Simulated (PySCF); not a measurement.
## From a raw peak list to a structure

Formula C11H9N. The spectrum was simulated from the full spin Hamiltonian at 90 MHz with 1.0 Hz Lorentzian lines, from shifts rounded to 0.01 ppm and J to 0.1 Hz, couplings under 1 Hz left out.

```csv
region,integral (H),ppm,Hz,height
1,2,8.973,807.6,38
1,,8.947,805.2,39
1,,8.828,794.6,20
1,,8.812,793.1,20
1,,8.770,789.3,21
1,,8.753,787.8,22
2,7,7.894,710.5,9
2,,7.877,708.9,11
2,,7.869,708.2,11
2,,7.851,706.6,9
2,,7.798,701.8,14
2,,7.780,700.2,16
2,,7.772,699.5,16
2,,7.754,697.9,13
2,,7.700,693.0,12
2,,7.678,691.0,16
2,,7.628,686.5,100
2,,7.618,685.7,96
2,,7.584,682.6,33
2,,7.568,681.1,18
2,,7.554,679.9,14
2,,7.533,678.0,12
2,,7.477,673.0,5
2,,7.459,671.4,2
2,,7.402,666.2,25
2,,7.344,661.0,22
2,,7.306,657.5,16
2,,7.247,652.2,15
```

$^{13}$C{$^{1}$H} NMR (computed): δ 154.6 (CH), 154.5 (CH), 144.4 (C), 141.7 (C), 139.5 (CH), 134.6 (CH), 133.5 (CH), 133.1 (CH), 128.2 (CH).

- PBE0/pcSseg-1 with gauge-including orbitals
- couplings computed with B3LYP/pcJ-1 (without the spin–dipole term)
- coordinates at the PBE0-D3(BJ)/def2-SVP level
- run in PySCF 2.14
- non-relativistic Hamiltonian, equivalent nuclei averaged, single conformer, no solvent

δ = σ(ref) − σ, references computed at the same level: $^{1}$H (σref 31.27), $^{13}$C (σref 184.41) vs TMS.

Question: Analyse the multiplets.

Answer: $^{1}$H NMR (90 MHz, computed): δ 8.96 (d, J = 2.4 Hz, 1H), 8.79 (m, 1H), 7.82 (m, 1H), 7.65 (m, 2H), 7.62 (m, 2H), 7.53 (m, 1H), 7.33 (m, 1H). These are first-order names from the parameters used; overlap and second-order distortion can hide them in the list.

Question: What is the compound?

Answer: SMILES c1ccc(-c2cccnc2)cc1.

Atoms are numbered as in `[cH:1]1[cH:2][cH:3][c:4](-[c:5]2[cH:6][cH:7][cH:8][n:9][cH:10]2)[cH:11][cH:12]1` (H(Xn): hydrogen on atom n).

- δ 8.96: H(C10), hydrogen on an aromatic CH next to a ring nitrogen, coupled to H(C6) (2.4 Hz).
- δ 8.79: H(C8), hydrogen on an aromatic CH next to a ring nitrogen, coupled to H(C7) (5.3 Hz), H(C6) (1.5 Hz).
- δ 7.82: H(C6), hydrogen on an aromatic CH, coupled to H(C7) (8.7 Hz), H(C10) (2.4 Hz), H(C8) (1.5 Hz).
- δ 7.65: H(C3)/H(C11), hydrogen on an aromatic CH, coupled to H(C2)/H(C12) (8.7 Hz).
- δ 7.62: H(C2)/H(C12), hydrogen on an aromatic CH, coupled to H(C3)/H(C11) and H(C1) (8.5 Hz).
- δ 7.53: H(C1), hydrogen on an aromatic CH, coupled to H(C2)/H(C12) (8.3 Hz).
- δ 7.33: H(C7), hydrogen on an aromatic CH, coupled to H(C6) (8.7 Hz), H(C8) (5.3 Hz).

The shifts were computed for this structure.

Splittings below 1 Hz are ignored in the labels, and close J values are merged. Couplings among chemically equivalent protons are left out too, so labels in AA′BB′ or AA′XX′ sets are apparent multiplicities. Unscaled 3J(H,H) at this level run about 10 % above measured values. Shifts are as computed. Against solution values, carbons near 30 ppm lie about +2 ppm off and those near 130 ppm about +5 ppm. Of 1211 compounds with measured shifts, 218 miss one by over three times the rms of a fit or turn the order of signals round; such compounds aren't used in these exercises.
